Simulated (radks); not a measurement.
Values are calculated unless marked as measured or tabulated.
All-electron atom: As IV in [Ar] 3d10 4s1 5s1 (not the ground configuration). Level of theory: Dirac Kohn-Sham, PBEsol, spin-unpolarised, spherical densities, point nucleus (a radial shooting solver on a logarithmic mesh with Libxc functionals).

Unscreened Slater integrals over Kohn-Sham orbitals (cm^-1). Large and small components are both included. Empty in this configuration: 4p1/2.

integral          value
F0(5s1/2,5s1/2)   53134
F0(5s1/2,4s1/2)   65738
G0(5s1/2,4s1/2)  4469.6
F0(5s1/2,3d5/2)   72195
G2(5s1/2,3d5/2)  2901.1
F0(5s1/2,3d3/2)   72223
G2(5s1/2,3d3/2)  2880.8
F0(5s1/2,4p1/2)   64313
G1(5s1/2,4p1/2)  7035.8
F0(4s1/2,4s1/2)  116660
F0(4s1/2,3d5/2)  147220
G2(4s1/2,3d5/2)   14925
F0(4s1/2,3d3/2)  147340
G2(4s1/2,3d3/2)   14752
F0(4s1/2,4p1/2)  108770
G1(4s1/2,4p1/2)   73384
F0(3d5/2,3d5/2)  301700
F2(3d5/2,3d5/2)  142440
F4(3d5/2,3d5/2)   89187
F0(3d5/2,3d3/2)  302670
F2(3d5/2,3d3/2)  142870
G2(3d5/2,3d3/2)  142630
G4(3d5/2,3d3/2)   89307
F0(3d5/2,4p1/2)  131730
G3(3d5/2,4p1/2)   10281
F0(3d3/2,3d3/2)  303650
F2(3d3/2,3d3/2)  143310
F0(3d3/2,4p1/2)  131820
G1(3d3/2,4p1/2)   11266
F0(4p1/2,4p1/2)  102460
